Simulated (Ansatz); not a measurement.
Ansatz (a first-principles code) input (CCSD(T)/def2-QZVPP): A basis named .json is the Basis Set Exchange file of that set (core-valence sets with the plain set on hydrogen).

Ansatz 0.2 input:
```yaml
crystal:
  periodic: [false, false, false]
  atoms:
    - {symbol: B, position_ang: [-0.77657967, 0.03230627, -0.00413419]}
    - {symbol: N, position_ang: [0.60979542, -0.02536793, 0.00324630]}
    - {symbol: H, position_ang: [-1.39837774, -0.98543134, -0.02544751]}
    - {symbol: H, position_ang: [-1.31189213, 1.09818051, 0.01101914]}
    - {symbol: H, position_ang: [1.19719081, 0.79223349, 0.02089926]}
    - {symbol: H, position_ang: [1.12740949, -0.88893853, -0.00852404]}
basis:
  gaussian:
    orbitals: def2-QZVPP.json
magnetization: {spin_polarized: false}
correlation: {method: ccsd_t, electrons: outside_noble_gas}
```

Output:

```
Functional definition: HF
integrals: 1.31 GiB planned
1386 factors; integrals over basis functions are off by at most 1.2e-3 eV
mean field: 0.81 GiB planned
mean field evaluation 1: about -2216.3572 eV, gradient 3.3e1 eV
mean field evaluation 2: about -2216.3579 eV, gradient 3.3e1 eV
mean field evaluation 4: about -2218.6299 eV, gradient 2.6e0 eV
mean field evaluation 8: about -2218.6520 eV, gradient 7.8e-2 eV
mean field evaluation 16: about -2218.6510 eV, gradient 4.4e-1 eV
mean field -2218.65205269 eV, -81.5339590801 hartree, gradient 1.6e-6 eV, S^2 0.000000; 0 other end points of the search recorded, 0 dependent functions left out
2 core orbitals not correlated
reference -2218.65205269 eV, -81.5339590801 hartree; 6, 6 occupied and 226, 226 virtual orbitals, 1386 factors
second order -9.49403245 eV of doubles, -0.00000000 eV of singles
coupled cluster: 2.09 GiB planned
cycle   1  -9.73194780 eV  change   -2.4e-1 eV  update   6.0e-2
cycle   2  -9.97190713 eV  change   -2.4e-1 eV  update   1.8e-2
cycle   3  -10.01388010 eV  change   -4.2e-2 eV  update   9.5e-3
cycle   4  -10.00733700 eV  change    6.5e-3 eV  update   3.0e-3
cycle   5  -10.00828361 eV  change   -9.5e-4 eV  update   1.5e-3
cycle   6  -10.00818181 eV  change    1.0e-4 eV  update   3.3e-4
cycle   7  -10.00808298 eV  change    9.9e-5 eV  update   7.6e-5
cycle   8  -10.00808629 eV  change   -3.3e-6 eV  update   2.3e-5
cycle   9  -10.00808288 eV  change    3.4e-6 eV  update   5.2e-6
perturbative correction -0.36474582 eV, -0.0134041618 hartree
Total energy: -2229.02488140 eV, -81.9151535041 hartree
```
